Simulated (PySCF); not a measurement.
Compound: C5H4F2.
Bonds: C1–C2 (double), C2–C3 (double), C3–C4 (double), C4–C5, C5–F6, C5–F7. Hydrogens: H8, H9 on C1; H10 on C4; H11 on C5.

Method: PySCF 2.14.0, PBE0-D3(BJ)/def2-SVP geometry optimisation, gas phase; density fitting, grid level 1; the optimiser is geomeTRIC in internal coordinates, started from a GFN2-xTB structure with every atom displaced at random (about 0.01 Å).

Step 0: E = -10661.5482 eV
```
atom  x, y, z in Å  |  force x, y, z in eV/Å
C1      2.6815   -0.4371   -0.7147   -1.802   0.459   0.873
C2      1.5101   -0.2417   -0.1162    1.229  -0.295  -0.422
C3      0.4030   -0.0779    0.4818    3.083  -0.431  -1.396
C4     -0.6995    0.0951    1.0793   -4.519   0.523   1.244
C5     -1.9986    0.3302    0.3063   -0.117   0.112   1.132
F6     -2.8745   -0.6881    0.4852    0.336  -0.099   0.060
F7     -2.6286    1.4386    0.7803    0.324  -0.080  -0.010
H8      3.5823   -0.5919   -0.1673    0.882  -0.234   0.639
H9      2.7413   -0.3706   -1.7718    0.153  -0.011  -1.335
H10    -0.8407    0.0504    2.1686    0.177   0.011  -0.046
H11    -1.8416    0.4611   -0.7551    0.255   0.046  -0.739
```

Step 1: E = -10661.7233 eV
```
atom  x, y, z in Å  |  force x, y, z in eV/Å
C1      2.6961   -0.3759   -0.7107    0.351  -0.213  -0.115
C2      1.5271   -0.3235   -0.1116   -0.078   0.236  -0.063
C3      0.3977   -0.1746    0.4532   -0.708   0.075   0.340
C4     -0.7705    0.0240    1.0565    0.670  -0.132  -0.285
C5     -2.0317    0.3307    0.3202    0.139   0.113  -0.211
F6     -2.9768   -0.5943    0.5985   -0.021   0.051   0.017
F7     -2.5027    1.5334    0.7336   -0.057  -0.120  -0.033
H8      3.6209   -0.5059   -0.1295   -0.120   0.006  -0.106
H9      2.7875   -0.3241   -1.8060   -0.034   0.036   0.187
H10    -0.8384    0.0060    2.1484   -0.062  -0.010   0.097
H11    -1.8746    0.3720   -0.7762   -0.080  -0.041   0.170
```

**Question.** Estimate the geometry and energy of step 2. (The exact step hangs on the optimiser's Hessian estimate; all steps are aligned on step 1, rigid shifts and turns removed.)

**Answer.** E = -10661.7357 eV, largest force 0.219 eV/Å
```
atom  x, y, z in Å  |  force x, y, z in eV/Å
C1      2.6883   -0.3872   -0.7109   -0.018  -0.058  -0.045
C2      1.5206   -0.2978   -0.1061    0.073   0.130  -0.021
C3      0.3943   -0.1482    0.4689   -0.029  -0.030   0.147
C4     -0.7645    0.0351    1.0762    0.145  -0.012  -0.164
C5     -2.0149    0.3300    0.3142   -0.062   0.083   0.057
F6     -2.9553   -0.6031    0.5796   -0.043  -0.088   0.018
F7     -2.5198    1.5205    0.7166    0.008   0.026  -0.020
H8      3.6198   -0.5421   -0.1553   -0.053  -0.018   0.041
H9      2.7651   -0.3100   -1.8008   -0.010  -0.002  -0.003
H10    -0.8501    0.0033    2.1697   -0.032  -0.016  -0.028
H11    -1.8490    0.3675   -0.7758    0.021  -0.015   0.017
```

The energy changes by -0.0124 eV. The first-order estimate −F·Δx gives -0.0239 eV and the mean of the old and new forces, exact on a quadratic surface, -0.0124 eV. The step makes an angle of 78° with the force vector and moves no atom by more than 0.044 Å.

The cost below is that of the whole optimisation. Hardware: an Arm Neoverse V1 with one thread, shared host with 32 logical CPUs at a one-minute load of 13. Cost: 40 s wall, 0.47 GiB resident at most.
